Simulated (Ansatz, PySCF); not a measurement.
Pulling on the O3–H4 bond in GeH2O (SMILES [OH][GeH]) (multiplicity 1 held, fragments rigid). Energies count from the point at 0.963 Å.
Geometry at that point (charge 0, multiplicity 1):
| atom | x (Å) | y (Å) | z (Å) |
|---|---|---|---|
| Ge | -0.2353 | -0.2010 | 0.2473 |
| H | -1.4109 | -0.0317 | -0.8587 |
| O | 1.0252 | 0.6808 | -0.6889 |
| H | 0.7380 | 1.0157 | -1.5451 |

R- and RO- levels are restricted; in cc, def2 and unpolarised 6-31G sets they are followed outwards from rest. Unrestricted levels (U-) break spin symmetry where that is lower. Curves can end on different states.

Cores are frozen in the correlated methods. Filled d and f shells under p-block atoms count as core. Rows in LANL2DZ carry no dispersion term and start afresh at each structure. LANL2DZ brings its own core potentials from Na on.

The values were computed with Ansatz (an electronic-structure program); PySCF for LANL2DZ rows. 

**Question.** One of these levels gives 522.0 kJ/mol for the energy at R = 3.082 Å. Name it.
(A) R-SCS-MP2/cc-pVTZ
(B) U-HF/LANL2DZ
(C) U-r2SCAN/cc-pVTZ

**Answer.** A, R-SCS-MP2/cc-pVTZ. The others give 322.1 (U-HF/LANL2DZ), 425.5 (U-r2SCAN/cc-pVTZ)

Doubts at one or more of the structures used: a spin-contaminated determinant (U-HF/LANL2DZ, U-r2SCAN/cc-pVTZ); a restricted determinant that unrestricted orbitals would lower (R-SCS-MP2/cc-pVTZ).
